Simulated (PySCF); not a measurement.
## Xenon: a sound run and one with changed settings

Sound run: Xe [Xe], Xe⁺ [Kr] 4d10 5s2 5p5. Computed with PySCF 2.14 in x2c-SVPall (6s5p3d, 36 functions), with scalar relativity by spin-free X2C-1e. In the sound run the correlated levels freeze [Kr] 4d10. The sound run starts from symmetry-adapted Hartree-Fock orbitals and uses a fine grid where one is needed.

Changed run: no relativity, point nucleus. This setting is unsound on purpose.

| species | method | sound run (hartree) | changed run (hartree) | converged |
| --- | --- | --- | --- | --- |
| Xe | UHF | -7442.66501 | -7014.60682 | yes |
| Xe | TPSS | -7445.30712 | -7017.34797 | yes |
| Xe | M06-2X | -7446.28452 | -7018.30776 | yes |
| Xe | MP2 | -7442.75577 | -7014.69940 | yes |
| Xe | CCSD(T) | -7442.76550 | -7014.71021 | yes |
| Xe⁺ | UHF | -7442.23904 | -7014.13538 | yes |
| Xe⁺ | TPSS | -7444.84953 | -7016.83493 | yes |
| Xe⁺ | M06-2X | -7445.82816 | -7017.80028 | yes |
| Xe⁺ | MP2 | -7442.30699 | -7014.20768 | yes |
| Xe⁺ | CCSD(T) | -7442.31911 | -7014.22299 | yes |

Ionisation energy of Xe:

```
 method  sound run (eV)  changed run (eV)
    UHF          11.591            12.829
   TPSS          12.452            13.960
 M06-2X          12.418            13.809
    MP2          12.212            13.380
SCS-MP2          12.149            13.315
   CCSD          12.145            13.262
CCSD(T)          12.147            13.258
```

Most of the change in total energy is the relativistic energy itself. On top of that the contraction fixes the core shape for the Hamiltonian it was made with, so the changed run is not a good calculation with the other Hamiltonian either.

For comparison, NIST gives 12.130 eV between the lowest levels.
